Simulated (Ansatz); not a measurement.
The cluster Be₂S₂ (the lowest singlet isomer of a short search). Total charge 0; singlet. Geometry PBE-D4/def2-TZVP, basis def2-TZVP, Ansatz.

```xyz
4

Be   -0.3401   -0.7650    0.4953
Be    0.3401    0.7650   -0.4953
S    -1.3233    0.9007    0.4827
S     1.3233   -0.9007   -0.4827
```

```tsv
run	HOMO (eV)	LUMO (eV)
A	-9.30	-0.26
B	-5.80	-3.56
C	-6.87	-2.80
D	-5.75	-3.45
E	-9.42	-0.85
F	-7.77	-2.10
```

LC-ωPBE has ω = 0.4 bohr⁻¹. The structure comes from a short search, and lower isomers may exist.

Task: The runs used BHLYP, HF, LC-ωPBE, PBE, PBE0, revPBE. Estimate which is which.

Result: A HF (100 % exact exchange); B PBE (0 % exact exchange); C PBE0 (25 % exact exchange); D revPBE (0 % exact exchange); E LC-ωPBE (range-separated); F BHLYP (50 % exact exchange). Exact exchange lowers occupied and raises empty levels; among semilocal functionals meta-GGAs tend to open the gap a little, and such runs are hard to tell apart. The gap grows from 2.24 eV (PBE) to 9.04 eV (HF).
